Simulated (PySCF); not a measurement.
thioethanol (C2H6S), singlet, at a GFN2-xTB geometry. Base run: PBE/def2-SVP (PySCF).

The PySCF input:
```python
from pyscf import gto, scf, dft, solvent

mol = gto.Mole()
mol.atom = '''
    C     1.52061639    0.69110205   -0.00537013
    C     0.01160357    0.83116525    0.00317706
    S    -0.76180616   -0.83788851    0.00077464
    H    -2.02039087   -0.40414507    0.00913826
    H    -0.33041049    1.34965505    0.89884698
    H    -0.33986788    1.35660473   -0.88474809
    H     1.98452811    1.67524859   -0.00399531
    H     1.85553895    0.14418625    0.87317856
    H     1.84618103    0.15106283   -0.89165625
'''
mol.basis = 'def2-svp'
mol.verbose = 4
mol.build()

mf = dft.RKS(mol)
mf.xc = 'pbe'
mf.kernel()
```

Each row names what was changed in the base input (with any setting that the change needs).

```json
[
 {"change": "base", "ΔE vs base (kcal/mol)": "0.000", "dipole (D)": "1.57", "HOMO-LUMO gap (eV)": "5.25"},
 {"change": "model = IEF-PCM; solvent = dimethylsulfoxide", "ΔE vs base (kcal/mol)": "-2.71", "dipole (D)": "2.05", "HOMO-LUMO gap (eV)": "5.49"},
 {"change": "model = IEF-PCM; solvent = chloroform", "ΔE vs base (kcal/mol)": "-1.93", "dipole (D)": "1.90", "HOMO-LUMO gap (eV)": "5.42"},
 {"change": "model = SS(V)PE; solvent = chloroform", "ΔE vs base (kcal/mol)": "-1.92", "dipole (D)": "1.90", "HOMO-LUMO gap (eV)": "5.42"},
 {"change": "model = IEF-PCM; solvent = tetrahydrofuran", "ΔE vs base (kcal/mol)": "-2.23", "dipole (D)": "1.96", "HOMO-LUMO gap (eV)": "5.45"},
 {"change": "model = IEF-PCM; solvent = chloroform; lebedev_order = 41", "ΔE vs base (kcal/mol)": "-1.94", "dipole (D)": "1.90", "HOMO-LUMO gap (eV)": "5.42"},
 {"change": "model = IEF-PCM; solvent = chloroform; vdw_scale = 1.1", "ΔE vs base (kcal/mol)": "-2.60", "dipole (D)": "1.96", "HOMO-LUMO gap (eV)": "5.47"},
 {"change": "model = IEF-PCM; solvent = chloroform; r_probe = 0.5", "ΔE vs base (kcal/mol)": "-0.77", "dipole (D)": "1.76", "HOMO-LUMO gap (eV)": "5.33"},
 {"change": "model = IEF-PCM; solvent = chloroform; vdw_scale = 1.4", "ΔE vs base (kcal/mol)": "-1.08", "dipole (D)": "1.80", "HOMO-LUMO gap (eV)": "5.36"},
 {"change": "model = IEF-PCM; solvent = chloroform; vdw_scale = 1.0", "ΔE vs base (kcal/mol)": "-3.48", "dipole (D)": "2.02", "HOMO-LUMO gap (eV)": "5.53"},
 {"change": "model = IEF-PCM; solvent = water", "ΔE vs base (kcal/mol)": "-2.75", "dipole (D)": "2.06", "HOMO-LUMO gap (eV)": "5.49"},
 {"change": "model = IEF-PCM; solvent = chloroform; lebedev_order = 11", "ΔE vs base (kcal/mol)": "-1.87", "dipole (D)": "1.90", "HOMO-LUMO gap (eV)": "5.42"}
]
```

The base is the gas phase, so ΔE is the electrostatic part of solvation at a fixed geometry, without cavity and dispersion terms.
